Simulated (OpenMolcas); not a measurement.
# Ta3+: ligand-field states by method

Ta3+ with 6 ligands (fluoride) in octahedral coordination (Oh) at 2.03 Å. A charge of +0.5 e stands 3.2 Å behind each ligand. Ligand basis ANO-RCC-VDZP.

| Item | Value |
| --- | --- |
| Program | OpenMolcas 26.06 |
| Basis | ANO-RCC-VTZP [8s7p5d3f2g1h] |
| Scalar Hamiltonian | DKH2, point nucleus |
| Active space | 2 electrons in 5 orbitals (5d) |
| State averaging | 2S+1 = 3 even, 10 roots; 2S+1 = 1 even, 15 roots |
| Spin-orbit coupling | state interaction with AMFI integrals over the reference wave functions |

I. CASSCF
II. SS-CASPT2, IPEA 0.25 Eh, imaginary shift 0.1 Eh (the lowest 17 gerade and 18 ungerade orbitals frozen, chosen by energy and not by shell, so the metal 5p can be frozen and 4f correlated)

Spin-free states (labels of O, the rotations of Oh) in cm-1, each column counted from its own energy of the first state listed:

```json
{"State": "3T1", "Degeneracy": "3", "I": "0", "II": "0"}
{"State": "1E", "Degeneracy": "2", "I": "9382", "II": "8140"}
{"State": "1T2", "Degeneracy": "3", "I": "9626", "II": "8090"}
{"State": "1A1", "Degeneracy": "1", "I": "21887", "II": "17760"}
{"State": "3T2", "Degeneracy": "3", "I": "29525", "II": "28170"}
{"State": "3T1", "Degeneracy": "3", "I": "37543", "II": "34350"}
{"State": "1T2", "Degeneracy": "3", "I": "40027", "II": "36750"}
{"State": "1T1", "Degeneracy": "3", "I": "41794", "II": "38770"}
{"State": "3A2", "Degeneracy": "1", "I": "60792", "II": "57950"}
{"State": "1E", "Degeneracy": "2", "I": "70496", "II": "65290"}
{"State": "1A1", "Degeneracy": "1", "I": "80959", "II": "72740"}
```

From I to II, I's first state of the same spin (3T2) moves from 29525 to 28170 cm-1, by about -1400 cm-1.

From I to II, I's first state of another spin (1E) moves from 9382 to 8140 cm-1, by about -1200 cm-1. In II another state of that kind comes below it.

I: A least-squares ligand-field fit to the states below 45000 cm-1, each weighted by its degeneracy and with a free common offset, gives 10Dq = 30733 cm-1, B = 633 cm-1 and C = 2617 cm-1 (C/B = 4.13), with an rms deviation of 219 cm-1. The same method and metal basis give the free ion B = 731 cm-1 (fit to its terms below 60000 cm-1, rms deviation 32 cm-1), so the nephelauxetic ratio is β = 633 / 731 = 0.87; it hangs on how both fits weigh the states, and computed free-ion B values tend to be too large, so β mixes covalency with correlation.

II: A least-squares ligand-field fit to the states below 45000 cm-1, each weighted by its degeneracy and with a free common offset, gives 10Dq = 29204 cm-1, B = 496 cm-1 and C = 2298 cm-1 (C/B = 4.63), with an rms deviation of 154 cm-1. 

From I to II, 10Dq changes by -5 %, B by -22 % and C by -12 %.

χT at 300 K: I 0.16, II 0.15 cm3 K/mol.

The states above are spin-free; spin-orbit coupling is strong here and shifts and splits them by thousands of cm-1.

Roots that are degenerate in the reference are averaged as groups; the widest CASPT2 spread within a group is 31 cm-1 (the 2-fold group of multiplicity 1 near 8140 cm-1 above the lowest state of its run, II). Shifts and gaps below about the spread of the groups concerned are not significant. Over all roots computed the reference weight is 0.72 to 0.73 in II; a low but even weight reflects the number of correlated electrons. An orbital triplet at a regular site is open to Jahn-Teller coupling, which can distort the site and quench the lowest spin-orbit gaps and is left out. The least metal-like active orbital is 80 % on the metal (Löwdin) and no ligand orbital is active, so the numbers are rough. Ligand-to-metal charge-transfer states are missing. With no ligand orbital active B as a rule stays too high, so bands that hang on it stand too high and its fall with covalency is understated. Without dynamic correlation the repulsion within the d shell is too large (B by tens of per cent), so at a given field states of lower spin stand too high (holds for I). With metal d orbitals alone the field can be off either way by tens of per cent (holds for I). With one d shell and no ligand orbital active, 10Dq can be off by a tenth or more (holds for II). No measured value stands beside these numbers; the geometry was imposed, not optimised, and the real ion may take another.
